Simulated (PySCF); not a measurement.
**H2AsO, doublet: molecular constants**

Method: PySCF, UPBE0, basis As def2-TZVP, O def2-TZVP, H def2-TZVP (no relativity, density fitting).

The structure is a saddle point with 1 imaginary mode.

Coordinates in bohr (charge 0 multiplicity 2):
```
As    0.4989    0.0000    0.0000
O    -2.5941    0.0000    0.0000
H     2.0355   -2.3653    0.0000
H     2.0355    2.3653    0.0000
```

* Point group: C2v
* Bond lengths: As–H 1.493 Å (×2), As–O 1.637 Å
* Bond angles: H–As–H 114.0°, H–As–O 123.0° (×2)
* Lowest empty level (β): -2.52 eV
* Principal polarisabilities: 25.9, 31.1, 39.6 bohr³
* Zero-point energy (real modes): 43.0 kJ/mol
* Principal quadrupole moments (Buckingham, traceless) about the centre of mass: -3.58, -0.48, 4.06 D Å
* Highest occupied level (α): -6.03 eV
* Dipole moment: 3.69 D
* Spin squared ⟨S²⟩: 0.757
* Rotational constants: 5.338, 0.4471, 0.4126 cm⁻¹
* Atomisation energy without zero-point energy: 850 kJ/mol

Harmonic modes (masses in u: As 74.922, O 15.995, H 1.008):
```tsv
symmetry	ω (cm⁻¹)	IR (km/mol)	μ (u)	type
b1	910i	–	1.10	bend
b2	608	13.1	1.16	bend
a1	949	22.0	1.02	bend
a1	959	26.9	17.70	stretch
a1	2320	2.6	1.02	stretch
b2	2354	18.7	1.03	stretch
```

In C2v the vibrations span b1 + 2b2 + 3a1. Here b1 is antisymmetric to the molecular plane and b2 lies in it.

Charges (e):
```
atom  Mulliken  Löwdin  polar tensor  spin (Mulliken)  Mayer order to As1
 As1      0.27    0.38          0.45             0.75                   –
  O2     -0.50   -0.38         -0.46             0.33                1.80
H3,4      0.12    0.00          0.01            -0.04                0.85
```

Mulliken populations on As1: s 7.47, p 14.91, d 10.30, f 0.04.

Outer orbital energies (eV). α occupied: -26.77, -18.00, -12.61, -11.15, -10.32, -8.54, -6.03; empty: -1.47, 0.59, 2.08, 3.47. β occupied: -26.14, -17.33, -12.51, -10.90, -8.67, -8.31; empty: -2.52, -1.03, 0.81, 2.20.

Other isomers or separated fragments may lie lower. At this level a doublet minimum of Cs symmetry lies 67 kJ/mol below this structure.

The final relaxation and frequency run took 29 s on 4 threads of a shared Arm Neoverse V2 host, with 91 basis functions and 13 gradients; the process peaked at 1.1 GiB. Launch command: `OMP_NUM_THREADS=4 python axn.py task.json out`.
